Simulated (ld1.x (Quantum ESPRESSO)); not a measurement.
# u(r) = r·R(r): atom against pseudo-atom (titanium (Ti))

Columns: radius, all-electron u(r) and pseudo u(r) of the 3d shell (level -4.26 eV) of titanium in the configuration [Ne] 3s2 3p6 3d2 4s2 4p0; PBE, scalar-relativistic, PAW scheme, ld1.x (Quantum ESPRESSO) 7.5.

```
r (bohr)  all-electron  pseudo
   0.138        0.0654  0.0008
   0.275        0.2484  0.0065
   0.413        0.4435  0.0212
   0.550        0.5952  0.0474
   0.688        0.6969  0.0865
   0.825        0.7510  0.1369
   0.963        0.7687  0.1965
   1.100        0.7611  0.2604
   1.238        0.7373  0.3244
   1.375        0.7043  0.3824
   1.513        0.6661  0.4307
   1.650        0.6263  0.4655
   1.788        0.5861  0.4855
   1.925        0.5472  0.4904
   2.062        0.5101  0.4823
   2.200        0.4748  0.4638
   2.338        0.4418  0.4388
   2.475        0.4113  0.4109
   2.613        0.3827  0.3827
   2.750        0.3562  0.3562
   2.888        0.3314  0.3314
   3.025        0.3083  0.3083
   3.162        0.2868  0.2868
   3.300        0.2665  0.2665
   3.438        0.2476  0.2476
   3.575        0.2300  0.2300
```

Question: How many radial nodes do the two functions have?

Answer: The all-electron 3d function has n − l − 1 = 0; the pseudo-wave has 0.

Question: At about which radius was the pseudo-wave matched?

Answer: 2.75 bohr. The columns agree to 0.0005 from 2.48 bohr on; several derivatives are matched, so the curves merge somewhat inside the radius.

Question: Is the pseudo-wave norm-conserving?

Answer: No, it belongs to a PAW set: the norm inside the radius is not constrained, and the difference is carried by the augmentation charge.
